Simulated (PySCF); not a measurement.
**A small calculation by hand: oscillator strength and radiative lifetime**

C₂H₃N₃, SMILES c1nc[nH]n1.

Geometry: PBE0-D3(BJ)/def2-SVP.

TDA-PBE/def2-SVPD in PySCF puts the first singlet state with f over 0.02 at 7.07 eV (vertical), with the transition dipole (-0.495, 0.110, 0.000) in atomic units.

Q: Find the oscillator strength, the wavelength and the radiative lifetime that this transition would have in vacuum if emission retraced absorption.

A: 
|μ|² = 0.2571 au, so |μ| = 1.29 D. ΔE = 7.07/27.211 = 0.2598 hartree. f = (2/3) ΔE |μ|² = 0.045 (the program prints 0.044).
λ = 1239.84/7.07 = 175 nm; ν = 57023 cm⁻¹.
Einstein's coefficient A = 0.6670 ν² f s⁻¹ (ν in cm⁻¹) = 9.7e7 s⁻¹, so τ = 1/A = 10 ns. This state is S5; the lower singlets have f = 0.004, 0.018, 0.003, 0.003. The figure is the radiative limit of this one transition; relaxation, internal conversion, crossing to triplets and a medium change what is measured.
